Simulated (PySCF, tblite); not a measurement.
Isomers of C4H11N3OSi, one GFN2-xTB conformer each. Single-point energies are computed at PBE0/pcSseg-1 (PySCF, gas phase, no added dispersion term), electronic only.

**Question.** Rank them by PBE0/pcSseg-1 energy, lowest first (kJ/mol).
A. `[NH2:1][C:2](=[O:3])[C@H:4]1[CH2:5][CH2:6][Si:7]1([NH2:8])[NH2:9]` with H–N1–C2–O3 -9° and -167°, N1–C2–C4–C5 162°, C6–Si7–N8–H 113° and -25°, C6–Si7–N9–H 51° and -86°
B. `[CH3:1][NH:2][CH2:3][Si@@:4]([NH2:5])([C:6]#[N:7])[O:8][CH3:9]` with C1–N2–C3–Si4 -178°, N2–C3–Si4–N5 -42°, C3–Si4–N5–H -130° and 15°, C3–Si4–O8–C9 -68°
C. `[CH3:1][Si@@:2]([NH2:3])([OH:4])[NH:5][CH2:6][CH2:7][C:8]#[N:9]` with C1–Si2–N3–H 64° and -69°, C1–Si2–O4–H -177°, C1–Si2–N5–C6 -58°, Si2–N5–C6–C7 87°, N5–C6–C7–C8 179°

**Answer.** C (0.0), A (39.2), B (131.7).

As drawn, the lowest has an O–H bond, which the highest lacks. GFN2-xTB itself gives, in the same order: 0.0, 60.6, 141.9. Both levels put the same isomer lowest; measured from each level's own lowest isomer, the values differ by up to 21.4 kJ/mol (NC(=O)[C@H]1CC[Si]1(N)N: 60.6 against 39.2).

**Question.** Which frontier levels, dipoles and rotational constants go with these structures?

**Answer.** 
| SMILES | HOMO (eV, PBE0/pcSseg-1) | LUMO (eV) | dipole (D) | A, B, C (MHz) |
| --- | --- | --- | --- | --- |
| C[Si@@](N)(O)NCCC#N | -7.10 | 0.56 | 5.31 | 2847, 610.0, 594.4 |
| NC(=O)[C@H]1CC[Si]1(N)N | -6.78 | 0.90 | 4.15 | 1901, 1154, 967.2 |
| CNC[Si@@](N)(C#N)OC | -6.77 | -0.29 | 3.92 | 1655, 858.1, 765.4 |

**Question.** What happens when harmonic zero-point energies from GFN2-xTB frequencies are added?

**Answer.** 
```
                 SMILES  ZPE (kJ/mol)  electronic (kJ/mol)  with ZPE (kJ/mol)
    C[Si@@](N)(O)NCCC#N         412.0                  0.0                0.0
NC(=O)[C@H]1CC[Si]1(N)N         417.0                 39.2               44.3
    CNC[Si@@](N)(C#N)OC         410.2                131.7              130.0
```

The zero-point energies span 6.8 kJ/mol. The order is unchanged.

**Question.** As an exercise, what shares would exp(−E/RT) give at 1000 K from these electronic energies alone (no entropy, no degeneracies)?

**Answer.** RT = 8.314 kJ/mol: C[Si@@](N)(O)NCCC#N 99.1 %, NC(=O)[C@H]1CC[Si]1(N)N 0.9 %, CNC[Si@@](N)(C#N)OC under 0.1 %.
